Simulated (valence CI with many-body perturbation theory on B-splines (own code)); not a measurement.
# Lu XXIII: M1 decay

Level of theory: relativistic CI+MBPT: three valence electrons over a frozen Dirac-Fock core [Kr] 4d10, radial functions for each j: 8 s, 8 p, 9 d, 9 f, 6 g, 3 h, 2 i, with the one-electron correlation potential Σ1 (screened to all orders), the two-electron term Σ2, the three-electron term Σ3, Breit, model QED; selected single and double excitations, second order for the rest, scaled by the run's own slope (own B-spline code, finite nucleus).

No measured levels were compared; by estimate terms of the open shell hold to a few per cent of their energy, and close levels can change places. Core correlation moves these levels by up to 44000 cm⁻¹, and in measured spectra 5 to 20 % of such shifts remained as error; rates that hang on mixing are uncertain with them.

Lines 1 to 50 of 120 in falling wavelength, among levels below 709050 cm⁻¹, chosen from the decays that carry over 1 % of a level's rate. Wavelengths and rates use the calculated energies, so an error of 2000 cm⁻¹ moves a line at 28690 Å by 57 % and its rate by three times that or more. Weak lines are less certain than strong ones. Lines between different terms over intervals too small for the method are left out, as are lines whose strength nearly cancels. Where a level lies close to another of its J and parity, the split of strength between their lines is uncertain.

Names give the largest LS component (configuration and term), which can be under half, so a name can repeat, a term be missing and a line seem to break the LS rules; names also repeat where a configuration has a term twice. Letters in brackets count levels of one name in rising energy.

| λ vac (Å) | Upper | Lower | Type | A (s⁻¹) | Branch % |
| --- | --- | --- | --- | --- | --- |
| 28690 | 4f3 4G°_5/2 | 4f3 4F°_7/2 | M1 | 2.92e-01 | 2.6 |
| 24660 | 4f3 4S°_3/2 | 4f3 4F°_5/2 | M1 | 3.43e-01 | 1.4 |
| 22110 | 4f3 4F°_7/2 | 4f3 4F°_5/2 | M1 | 1.86e+00 | 9.5 |
| 18980 | 4f3 4D°_3/2 | 4f3 2D°_5/2 [a] | M1 | 2.66e+00 | 3.9 |
| 16890 | 4f3 4G°_7/2 | 4f3 4G°_5/2 | M1 | 3.87e+00 | 5.3 |
| 12490 | 4f3 4G°_5/2 | 4f3 4F°_5/2 | M1 | 9.44e-01 | 8.5 |
| 11840 | 4f3 2I°_11/2 | 4f3 4G°_11/2 | M1 | 5.90e+00 | 3.8 |
| 11770 | 4f3 4F°_7/2 | 4f3 2H°_9/2 [a] | M1 | 5.91e+00 | 30.3 |
| 11690 | 4f3 4D°_1/2 | 4f3 4D°_3/2 | M1 | 2.41e+01 | 27.5 |
| 11210 | 4f3 4G°_11/2 | 4f3 4G°_9/2 | M1 | 1.33e+01 | 20.5 |
| 10630 | 4f3 4G°_7/2 | 4f3 4F°_7/2 | M1 | 4.76e+00 | 6.6 |
| 10610 | 4f3 2I°_13/2 | 4f3 2I°_11/2 | M1 | 6.66e+00 | 5.3 |
| 10570 | 4f3 4F°_5/2 | 4f3 4F°_3/2 | M1 | 2.59e+01 | 100.0 |
| 9802 | 4f3 2K°_15/2 | 4f3 2K°_13/2 | M1 | 9.59e+00 | 3.9 |
| 9775 | 4f3 4F°_9/2 | 4f3 4F°_7/2 | M1 | 1.39e+01 | 8.5 |
| 8835 | 4f3 4D°_3/2 | 4f3 2P°_1/2 | M1 | 4.35e+00 | 6.4 |
| 8810 | 4f3 4I°_15/2 | 4f3 4I°_13/2 | M1 | 4.36e+01 | 100.0 |
| 8391 | 4f3 4G°_9/2 | 4f3 4F°_9/2 | M1 | 3.43e+00 | 2.2 |
| 7928 | 4f3 4I°_13/2 | 4f3 4I°_11/2 | M1 | 9.01e+01 | 100.0 |
| 7848 | 4f3 4G°_9/2 | 4f3 4G°_7/2 | M1 | 5.88e+01 | 37.5 |
| 7401 | 4f3 4S°_3/2 | 4f3 4F°_3/2 | M1 | 2.43e+01 | 98.6 |
| 7180 | 4f3 4G°_7/2 | 4f3 4F°_5/2 | M1 | 4.20e+01 | 58.0 |
| 7103 | 4f3 4I°_11/2 | 4f3 4I°_9/2 | M1 | 1.08e+02 | 100.0 |
| 6586 | 4f3 4D°_7/2 | 4f3 2D°_5/2 [b] | M1 | 3.37e+01 | 33.9 |
| 6580 | 4f3 2D°_5/2 [b] | 4f3 2D°_3/2 [a] | M1 | 3.35e+01 | 16.5 |
| 6436 | 4f3 4D°_3/2 | 4f3 2D°_3/2 [a] | M1 | 9.91e-01 | 1.5 |
| 6314 | 4f3 2D°_5/2 [b] | 4f3 2G°_7/2 [a] | M1 | 2.91e+00 | 1.4 |
| 6310 | 4f3 2G°_9/2 [a] | 4f3 2G°_7/2 [a] | M1 | 4.83e+01 | 15.3 |
| 6224 | 4f3 2D°_3/2 [b] | 4f3 2D°_5/2 [a] | M1 | 2.16e+01 | 4.9 |
| 6175 | 4f3 2G°_7/2 [a] | 4f3 4G°_5/2 | M1 | 7.31e+01 | 43.2 |
| 5757 | 4f3 2I°_11/2 | 4f3 4G°_9/2 | M1 | 2.91e+01 | 18.8 |
| 5726 | 4f3 4G°_5/2 | 4f3 4F°_3/2 | M1 | 9.30e+00 | 84.0 |
| 5594 | 4f3 2I°_13/2 | 4f3 4G°_11/2 | M1 | 5.12e+00 | 4.1 |
| 5586 | 4f3 4G°_7/2 | 4f3 2H°_9/2 [a] | M1 | 8.81e+00 | 12.2 |
| 5354 | 4f3 4G°_11/2 | 4f3 2H°_11/2 [a] | M1 | 1.45e+01 | 22.3 |
| 5340 | 4f3 4F°_9/2 | 4f3 2H°_9/2 [a] | M1 | 8.96e+01 | 54.7 |
| 5081 | 4f3 2G°_7/2 [a] | 4f3 4F°_7/2 | M1 | 4.67e+01 | 27.6 |
| 5033 | 4f3 4D°_1/2 | 4f3 2P°_1/2 | M1 | 1.45e+01 | 16.6 |
| 4973 | 4f3 4D°_7/2 | 4f3 2D°_5/2 [a] | M1 | 4.25e+01 | 42.8 |
| 4810 | 4f3 2D°_3/2 [a] | 4f3 4S°_3/2 | M1 | 1.42e+02 | 52.6 |
| 4799 | 4f3 4G°_11/2 | 4f3 4F°_9/2 | M1 | 9.72e-01 | 1.5 |
| 4787 | 4f3 2H°_11/2 [a] | 4f3 2H°_9/2 [a] | M1 | 7.69e+01 | 40.8 |
| 4720 | 4f3 2D°_5/2 [a] | 4f3 4G°_7/2 | M1 | 2.15e+01 | 15.5 |
| 4521 | 4f3 2D°_3/2 [b] | 4f3 2P°_1/2 | M1 | 7.74e+01 | 17.7 |
| 4515 | 4f3 4G°_9/2 | 4f3 4F°_7/2 | M1 | 1.16e+01 | 7.4 |
| 4445 | 4f3 2H°_9/2 [a] | 4f3 4I°_11/2 | M1 | 3.37e+01 | 17.6 |
| 4322 | 4f3 2G°_9/2 [a] | 4f3 2H°_11/2 [a] | M1 | 3.01e+01 | 9.5 |
| 4252 | 4f3 2L°_15/2 | 4f3 2K°_15/2 | M1 | 8.93e+01 | 31.5 |
| 4151 | 4f3 4D°_1/2 | 4f3 2D°_3/2 [a] | M1 | 2.76e+01 | 31.5 |
| 4132 | 4f3 2G°_7/2 [a] | 4f3 4F°_5/2 | M1 | 4.64e+01 | 27.4 |
